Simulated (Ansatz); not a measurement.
Reaction (redistribution): `C[Si](O)(F)[SiH3]` + `CSB(F)Cl` → `C[Si](O)(F)Cl` + `CSB(F)[SiH3]`

Gas-phase electronic energies from Ansatz, PBE0-D4/def2-TZVP geometries. CBS: MP2 limit from def2 TZ/QZ plus the TZ coupled-cluster correction, frozen cores. DFT in def2-TZVPP. B3LYP here is the variant with VWN-RPA as its local correlation; programs differ in this. One conformer a species, not always the lowest.

```
             level  ΔE (kcal/mol)  difference from CCSD(T)/CBS
            PBE-D4           -3.8                          2.0
         r2SCAN-D4           -5.1                          0.7
          B3LYP-D4           -4.9                          0.9
           ωB97X-V           -5.1                          0.7
            r2SCAN           -5.1                          0.7
             B3LYP           -4.2                          1.6
     HF/def2-TZVPP           -5.7                          0.1
    MP2/def2-TZVPP           -5.5                          0.3
SCS-MP2/def2-TZVPP           -5.3                          0.5
   CCSD/def2-TZVPP           -5.3                          0.5
CCSD(T)/def2-TZVPP           -5.3                          0.5
     HF/def2-QZVPP           -5.8                          0.0
    MP2/def2-QZVPP           -5.8                          0.0
SCS-MP2/def2-QZVPP           -5.7                          0.1
      HF/CBS(def2)           -5.9                         -0.1
    CCSD/CBS(def2)           -5.9                         -0.1
       CCSD(T)/CBS           -5.8                            0
```

Largest T1 diagnostic among the species: 0.014.

From PBE to PBE0 (25 % exact exchange), in def2-TZVPP and without D4, ΔE moves by −0.7 kcal/mol. The D4 term adds −0.7 kcal/mol with B3LYP and −0.4 kcal/mol with PBE0; it sums over pairs of atoms, weighted by their polarisabilities, and B3LYP, whose exchange is more repulsive, gets the larger term.
